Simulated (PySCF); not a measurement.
# Correlation energy of Ne (neon, neutral)

[Ne], closed-shell 1S. Computed with PySCF 2.14 in pcseg-2, with the non-relativistic Hamiltonian (point nucleus). Frozen: 1s2; 8 electrons correlated.

MP2 pair energies summed by pair of shells (mhartree):

| pair | energy | share (%) |
| --- | --- | --- |
| 2p-2p | -183.20 | 73.6 |
| 2s-2p | -57.29 | 23.0 |
| 2s-2s | -8.59 | 3.4 |

Total MP2 correlation energy: -249.08 mhartree.

Same-spin part -66.17 and opposite-spin part -182.91 mhartree; SCS-MP2 scales them by 1/3 and 6/5 to -241.55 mhartree.

```json
{"level": "CCSD", "correlation energy (mhartree)": "-251.90"}
{"level": "(T)", "correlation energy (mhartree)": "-4.01"}
{"level": "CCSD(T)", "correlation energy (mhartree)": "-255.91"}
```

Diagnostics: T1 = 0.0077, D1 = 0.0119, largest double amplitude 0.029.

Cost of the coupled-cluster step: 0.14 s of wall time on 1 thread of Neoverse-V1 (shared host), for 8 correlated electrons.
